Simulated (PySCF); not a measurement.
**Dipole moment and polarisability of `[Cl][GaH2]`**

Compound: ClGaH2.
Geometry (PBE0-D3(BJ)/def2-SVP, Å), atoms numbered from 1 in this order:
```
atom  x, y, z in Å
Cl1    1.725   -0.590   -0.702
Ga2   -0.240    0.033   -0.077
H3    -1.279   -1.118    0.075
H4    -0.400    1.566    0.149
```

Level: CAM-B3LYP/def2-SVPD (PySCF), static field, nuclei fixed, core orbitals frozen in the response. The polarisability tensor in these axes (au):

```
x   50.84 -2.12 -4.86
y   -2.12 44.54  1.81
z   -4.86  1.81 35.94
```

Problem. Give the principal values, the mean and the anisotropy Δα = √{½[(α1 − α2)² + (α2 − α3)² + (α1 − α3)²]}.

Solution. Principal values 34.37, 43.91 and 53.06 au; mean 43.78 au = 6.49 Å³ = 7.22 × 10⁻⁴⁰ C²·m²/J; Δα = 16.19 au (37 % of the mean).

Problem. What is the dipole moment, and where does it point?

Solution. (-1.96, 0.62, 0.63) D, 2.15 D in size, pointing from the negative to the positive side. Measured along this direction, the outermost atoms are Cl1 at the negative end and H3 and H4 at the positive end.

Problem. Find the Langevin capture rate constant for NH4+ (18.034 u) meeting this molecule (105.910 u), k = 2.342 × 10⁻⁹ cm³/s × √(α in Å³ / reduced mass in u).

Solution. The reduced mass is 15.41 u, so k = 1.52 × 10⁻⁹ cm³/s. The formula leaves out the permanent dipole, which adds to the capture rate.

Problem. Sum over states: ᾱ = Σ f/ω², ω in Eh. What share falls to these 10 lowest TDDFT singlets (eV, f)? 5.24, 0.0000; 6.54, 0.0380; 6.68, 0.0001; 6.70, 0.0149; 7.17, 0.0656; 7.77, 0.0434; 7.92, 0.0435; 8.38, 0.0084; 8.76, 0.0552; 8.86, 0.0693.

Solution. They add up to 4.17 au, 9.5 % of the 43.78 au; the largest single term is 0.94 au, from the state at 7.17 eV. Terms in order: 0.00, 0.66, 0.00, 0.25, 0.94, 0.53, 0.51, 0.09, 0.53, 0.65 au. Higher excitations give the rest. The strengths listed sum to 0.338.

Problem. Give the eigenvalues of the traceless quadrupole moment Θ = ½Σq(3rr − r²1), origin at the centre of nuclear charge.

Solution. -2.43, -2.13, 4.55 D·Å. The values depend on the origin, since the dipole doesn't vanish. The electronic extent ⟨r²⟩ about the same centre is 280 bohr², a root-mean-square distance of 1.25 Å for the 50 electrons.

Geometry: PBE0-D3(BJ)/def2-SVP; no solvent, vibrations or thermal averaging. The calculation is non-relativistic, for gallium too.

The run behind these numbers computed excited states and ΔSCF ions as well. Time: 21 s of wall time; peak memory 0.38 GiB. Hardware: one thread of an Intel Xeon at 2.70 GHz, shared host with 64 logical CPUs at a one-minute load of 62.
